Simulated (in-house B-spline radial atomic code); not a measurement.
**Ionising the nickel ion Ni²⁺ with different functionals**

Computed with an all-electron radial atomic-structure program (B-spline basis): non-relativistic Hamiltonian, point nucleus, spin-polarised at highest spin, spherical fractional occupations for the functionals, and exact exchange of hybrids averaged over the configuration. The ionisation energy is the difference of two self-consistent energies, [Ar] 3d8 → [Ar] 3d7, without Breit or QED terms; ε is the level of the shell that loses the electron (its least bound occupied spin orbital).

```tsv
method	rung	ΔSCF (eV)	-ε(3d) (eV)
PBE0	global hybrid	35.66	29.92
B3LYP	global hybrid	35.99	29.64
TPSSh	global hybrid	35.75	28.21
M06-2X	global hybrid	35.31	33.06
BHandHLYP	global hybrid	35.20	32.49
r2SCAN0	global hybrid	35.40	29.74
B97-1	global hybrid	35.75	29.51
HSE06	range-separated hybrid	35.66	29.51
wB97X	range-separated hybrid	35.61	32.40
CAM-B3LYP	range-separated hybrid	35.96	31.64
LC-wPBE	range-separated hybrid	36.04	32.69
```

Q: Among the functionals, which spreads more, the ΔSCF values or the orbital energies?

A: The orbital energies: ΔSCF values span about 0.84 eV and the orbital energies 4.85 eV; here energy differences depend much less on the functional than eigenvalues do.

Q: How do they compare with the NIST value?

A: NIST lists 35.19 eV ± 0.019 (measured, ground level to ground level). Errors run from +0.01 to +0.85 eV; BHandHLYP is closest (+0.01 eV), but part of that can be cancellation, since the calculations leave out relativity, Breit-QED terms, multiplet and fine-structure energies.
